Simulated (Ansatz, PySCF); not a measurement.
C₃H₁₀BNO₂ (SMILES CNB(OC)OC), singlet, at a GFN2-xTB geometry, with bond 17-14 at 1.4 times its length. Base run: PySCF with CASSCF(2,4)/STO-3G.

The PySCF input:
```python
from pyscf import gto, scf, mcscf
import numpy

mol = gto.Mole()
mol.atom = '''
    B     0.28515286    0.08626799   -0.15442479
    N    -1.12455647    0.10164414    0.01407054
    C    -1.99462042   -0.45624757    1.02676927
    H    -1.65379934    0.52892027   -0.72898791
    H    -2.43117748   -1.41021667    0.70554304
    H    -2.81218501    0.23812489    1.23582070
    H    -1.44582243   -0.61782149    1.94952255
    O     0.87245468    0.79162142   -1.17957116
    C     0.16718386    1.60743339   -2.07314929
    H    -0.41758497    2.37204239   -1.54923356
    H     0.90503469    2.10050364   -2.70816169
    H    -0.50689207    1.02011866   -2.70850867
    O     1.22244658   -0.56095880    0.59313656
    C     1.01261252   -1.48599473    1.62376436
    H     1.95631862   -2.01623548    1.77229485
    H     0.74722942   -0.98220063    2.55987904
    H    -0.07640383   -2.50314709    1.27218012
'''
mol.basis = 'sto-3g'
mol.verbose = 4
mol.build()

mf = scf.RHF(mol)
mf.kernel()
mc = mcscf.CASSCF(mf, 4, 2)
mc.fix_spin_(ss=0.0)
mc.kernel()
occ = numpy.linalg.eigvalsh(mc.fcisolver.make_rdm1(mc.ci, mc.ncas, mc.nelecas))[::-1]
ss = mc.fcisolver.spin_square(mc.ci, mc.ncas, mc.nelecas)[0]
print('natural occupations', occ.round(4), ' <S^2>', round(ss, 4))
```

Programs used: Ansatz (a program for electronic structure), PySCF; a row that names a program was run with it.

Each row names what was changed in the base input (with any setting that the change needs).

| change | ΔE vs base (mEh) | natural occupations | <S^2> of the state |
|---|---|---|---|
| base | 0.000 | 1.99 0.01 0.00 0.00 | 0.00 |
| conv_tol = 1e-5 | 0.075 | 1.99 0.01 0.00 0.00 | 0.00 |
| active space = 6 electrons, 6 orbitals | -55.714 | 1.99 1.98 1.91 0.09 0.02 0.01 | 0.00 |
| orbitals = fixed (CASCI); correction = SC-NEVPT2 | -315.5 | 2.00 0.00 0.00 0.00 | 0.00 |
| active space = 4 electrons, 6 orbitals | -39.154 | 1.99 1.91 0.09 0.01 0.00 0.00 | 0.00 |
| start = MP2 natural orbitals | -28.866 | 1.91 0.09 0.00 0.00 | 0.00 |
| code = ansatz; correction = SC-NEVPT2, all electrons | -332.2 | - | - |
| solver = newton | -28.865 | 1.91 0.09 0.00 0.00 | 0.00 |
| active space = 2 electrons, 2 orbitals | -28.710 | 1.91 0.09 | 0.00 |
| code = ansatz | -28.952 | - | - |
| active space = 6 electrons, 5 orbitals | -38.365 | 2.00 1.99 1.91 0.09 0.01 | 0.00 |

Active orbitals are taken around the Fermi level unless the row says otherwise; CASSCF can end in different local minima, and two programs can end on different orbitals. State-averaged rows give the lowest state.
